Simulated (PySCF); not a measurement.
NaGa: from constants to spectrum

RHF-CCSD(T) constants of NaGa, ¹Σ⁺ (singlet), closed shell (basis Na aug-pcseg-1, Ga aug-pcseg-1; no relativity; PySCF 2.14; masses 22.9898 and 68.9256 u):

| Property | Result |
| --- | --- |
| ωe | 141.3 cm⁻¹ |
| ωexe | 0.624 cm⁻¹ |
| Be | 0.094083 cm⁻¹ |
| αe | 0.000623 cm⁻¹ |
| D (centrifugal) | 1.67e-07 cm⁻¹ |
| De to Na + Ga | 0.67 eV |

(1) Estimate the standard entropy (1 bar) and heat capacity of the ideal gas at 500 K, rigid rotor with B0 and harmonic oscillator at the fundamental.

Correlated steps freeze 10 core orbitals. Correlated levels converge slowly with the basis: in double zeta they bind strong bonds too weakly, by up to about 1 eV, and carry superposition errors of some tenths. Where the molecule has an RHF reference, its open-shell atoms are computed with UHF.

## Answers

(1) Translation (Sackur–Tetrode, M = 91.92 u): 176.0 J/(mol K). Rotation: q = kT/(σB0) = 3710 with σ = 1, 76.6. Vibration: x = hcν0/kT = 0.403, 15.93. S° = 268.6 J/(mol K); Cp = 7R/2 + 8.20 = 37.3 J/(mol K).
